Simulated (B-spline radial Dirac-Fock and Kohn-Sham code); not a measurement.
# X-ray emission lines of Ti⁺

System: Ti⁺, [Ar] 3d2 4p1 (an excited configuration).

These are calculated numbers from a radial atomic solver; the model is multi-electron Dirac-Fock with separately optimised hole states, Breit and Lamb-shift corrections added in first order. A line energy is the difference of two single-hole energies; the list is a selection of electric-dipole transitions between resolved j subshells. The model has no electron correlation.

```csv
line,energy (eV),wavelength (Å)
Kβ1,4931.6,2.5141
Kβ3,4931.0,2.5144
Kα1,4509.6,2.7493
Kα2,4504.0,2.7528
Lβ3,529.3,23.426
Lβ4,528.6,23.454
Lη,397.7,31.173
Lℓ,392.1,31.619
```
